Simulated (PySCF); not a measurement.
# Exercise with solution: oscillator strength and radiative lifetime

C2H10ClNSi2, SMILES CN[Si@H](C[SiH3])Cl.

The structure is a stationary point at PBE-D3(BJ)/def2-SVP. The structure was generated by enumeration; whether it is a known compound was not checked. The values are those of a single conformer.

TDA-PBE/def2-SVPD (PySCF) puts the first singlet state with f over 0.02 at 5.95 eV (vertical), with the transition dipole (0.346, -0.206, -0.369) in atomic units.

Problem. Find the oscillator strength, the wavelength and the radiative lifetime that this transition would have in vacuum if emission retraced absorption.

Solution. 
|μ|² = 0.2983 au, so |μ| = 1.39 D. ΔE = 5.95/27.211 = 0.2187 hartree. f = (2/3) ΔE |μ|² = 0.043 (the program prints 0.044).
λ = 1239.84/5.95 = 208 nm; ν = 47990 cm⁻¹.
Einstein's coefficient A = 0.6670 ν² f s⁻¹ (ν in cm⁻¹) = 6.7e7 s⁻¹, so τ = 1/A = 15 ns. This state is S3; the lower singlets have f = 0.005, 0.005. The figure is the radiative limit of this one transition; relaxation, internal conversion, crossing to triplets and a medium change what is measured.
